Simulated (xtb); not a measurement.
AgI, charge +1, doublet, from a rough starting geometry (GFN-xTB shapes and energies of metal compounds can be far from the true ones) (the multiplicity is a formal guess); GFN2-xTB in xtb.

Input for xtb:
```
$ xtb mol.xyz --gfn 2 --chrg 1 --uhf 1 --opt vtight --json

# file mol.xyz
2

Ag    -0.86085108    -0.58478066    -0.66254672
I      0.85197781     0.60055590     0.76570479
```

Output, abridged:

```
   ID    Z sym.   atoms
    1   47 Ag     1
    2   53 I      2

           -------------------------------------------------
          |                Calculation Setup                |
           -------------------------------------------------

           -------------------------------------------------
          |                 G F N 2 - x T B                 |
           -------------------------------------------------

          ...................................................
          :                      SETUP                      :
          :.................................................:
          :  # basis functions                  20          :
          :  # atomic orbitals                  18          :
          :  # shells                            6          :
          :  # electrons                        17          :
          :  max. iterations                   250          :
          :  Hamiltonian                  GFN2-xTB          :
          :  restarted?                      false          :
          :  GBSA solvation                  false          :
          :  PC potential                    false          :
          :  electronic temp.          300.0000000     K    :
          :  accuracy                    1.0000000          :
          :  -> integral cutoff          0.2500000E+02      :
          :  -> integral neglect         0.1000000E-07      :
          :  -> SCF convergence          0.1000000E-05 Eh   :
          :  -> wf. convergence          0.1000000E-03 e    :
          :  Broyden damping             0.4000000          :
          :  net charge                          1          :
          :  unpaired electrons                  1          :
          ...................................................

 iter      E             dE          RMSdq      gap      omega  full diag
   1     -7.1353056 -0.713531E+01  0.838E+00    4.85       0.0  T
   2     -7.1201732  0.151324E-01  0.136E+01    3.31       1.0  T
   3     -7.1820676 -0.618945E-01  0.101E+01    3.99       1.0  T
   4     -7.2114406 -0.293729E-01  0.709E+00    4.59       1.0  T
   5     -7.1083410  0.103100E+00  0.115E+01    5.18       1.0  T
   6     -7.1143922 -0.605126E-02  0.113E+01    5.20       1.0  T
   7     -7.1200419 -0.564972E-02  0.108E+01    5.23       1.0  T
   8     -7.2269293 -0.106887E+00  0.247E+00    5.38       1.0  T
   9     -7.2112373  0.156920E-01  0.446E+00    5.40       1.0  T
[...]
         :: total energy              -7.221969849141 Eh    ::
 * total energy  :    -7.2219698 Eh     change       -0.9182877E-11 Eh
 * total energy  :    -7.2192128 Eh     change        0.2757044E-02 Eh
 * total energy  :    -7.2232751 Eh     change       -0.4062296E-02 Eh
 * total energy  :    -7.2219221 Eh     change        0.1352983E-02 Eh
 * total energy  :    -7.2244643 Eh     change       -0.2542203E-02 Eh
 * total energy  :    -7.2245743 Eh     change       -0.1099981E-03 Eh
 * total energy  :    -7.2245827 Eh     change       -0.8354014E-05 Eh
 * total energy  :    -7.2245894 Eh     change       -0.6733939E-05 Eh
 * total energy  :    -7.2245894 Eh     change       -0.7269914E-08 Eh
   *** GEOMETRY OPTIMIZATION CONVERGED AFTER 9 ITERATIONS ***
         :: total energy              -7.224589415281 Eh    ::
[...]
        12                         -0.3515615              -9.5665
        13                         -0.2720677              -7.4033
        14                         -0.2720677              -7.4033
        15                         -0.2230678              -6.0700
        16                         -0.2099713              -5.7136
        17                         -0.2099713              -5.7136
        18                          0.3336325               9.0786
      -------------------------------------------------------------
                  HL-Gap            0.1844893 Eh            5.0202 eV
             Fermi-level           -0.6347816 Eh          -17.2733 eV

     #   Z          covCN         q      C6AA      α(0)
     1  47 Ag       0.859     0.691   235.855    31.893
     2  53 I        0.859     0.309   349.915    32.292

 Mol. C6AA /au·bohr⁶  :       1155.255314
 Mol. C8AA /au·bohr⁸  :     104549.812252
 Mol. α(0) /au        :         64.185589

Wiberg/Mayer (AO) data.
largest (>0.10) Wiberg bond orders for each atom

 ---------------------------------------------------------------------------
     #   Z sym  total        # sym  WBO       # sym  WBO       # sym  WBO
 ---------------------------------------------------------------------------
     1  47 Ag   1.079 --     2 I    1.079
     2  53 I    1.079 --     1 Ag   1.079
 ---------------------------------------------------------------------------

Topologies differ in total number of bonds
Writing topology from bond orders to xtbtopo.mol

molecular dipole:
                 x           y           z       tot (Debye)
 q only:       -0.658      -0.435      -0.445
   full:       -1.637      -1.112      -1.260       5.963
molecular quadrupole (traceless):
                xx          xy          yy          xz          yz          zz
 q only:        1.267       3.011      -1.043       3.549       2.443      -0.223
  q+dip:        1.916       4.362      -1.477       5.061       3.463      -0.439
   full:        1.596       3.557      -1.191       4.091       2.792      -0.404

optimized geometry written to: xtbopt.xyz

           -------------------------------------------------
          | TOTAL ENERGY               -7.224589415281 Eh   |
          | GRADIENT NORM               0.000000827732 Eh/α |
          | HOMO-LUMO GAP               5.020209869160 eV   |
           -------------------------------------------------

normal termination of xtb
```
